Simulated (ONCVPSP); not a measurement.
**Potentials for Mo compared**

Generated with ld1.x 7.5 (TM, RRKJ, ultrasoft, PAW), atompaw 4.2 or ONCVPSP 4.0.1. The cutoff is in Ry: for ld1.x and atompaw files where the sum of valence levels is converged to 10 mRy in a Bessel basis, for ONCV files where the hardest occupied wave has 1 mHa per electron of residual kinetic energy. The error is the largest all-electron minus pseudo excitation energy over each file’s own four to seven test configurations (ionisations up to +4, promotions, holes and added fractions of an electron), all of which were solved. The labels leave out finer settings (local radius, basis sizes, second energies), which also bear on the numbers. Spin-polarised tests are not counted. The rows are a selection from randomly drawn settings: files with unsolved tests, undetermined cutoffs or missed reference levels are left out.

A true bound ghost makes a file unfit for plane-wave use even where its test errors are small: the radial tests pick states by their node count and pass the ghost by.

| potential | cutoff (Ry) | largest error (meV) | bound ghosts |
| --- | --- | --- | --- |
| ONCV, PBE, fully relativistic, rc 1.35/1.85/1.75 (spd), local smoothed, core correction no, reference 4s2 4p6 4d5, qcut 7.3/5.8/6.5, projectors 2/2/2 | 45 | +4.5 | none |
| ONCV, PBE, scalar-relativistic, rc 1.75/1.40/1.50/1.40 (spdf), local smoothed, core correction yes, reference 4s2 4p6 4d4 5s2, qcut 6.4/5.1/9.1/8.9, projectors 2/2/2/3 | 102 | -11 | none |
| ONCV, LDA (Perdew-Wang 92), scalar-relativistic, rc 1.70/1.15/1.85 (spd), local smoothed, core correction no, reference 4s2 4p6 4d4 5s2, qcut 8.4/7.1/7.1, projectors 2/3/3 | 62 | +19 | none |
| ONCV, PBE, scalar-relativistic, rc 2.50/2.05/1.65 (spd), local smoothed, core correction yes, reference 4p6 4d5 5s0.5, qcut 2.1/6.2/5.2, projectors 2/3/2 | 81 | -48 | s |

(1) Fill in the row for Mo: ONCV, PBE, scalar-relativistic, rc 1.70/1.45/2.05 (spd), local smoothed, core correction yes, reference 4s2 4p6 4d3, qcut 6.4/11/7.6, projectors 3/2/1.

(2) Fill in the row for Mo: ONCV, PW91, scalar-relativistic, rc 1.60/1.25/2.10 (spd), local smoothed, core correction no, reference 4s2 4p6 4d4 5s2, qcut 7.8/7.1/9.1, projectors 2/3/3.

## Answers

(1) cutoff 67 Ry, largest error +5.9 meV, bound ghosts: none.

(2) cutoff 48 Ry, largest error -84 meV, bound ghosts: none.
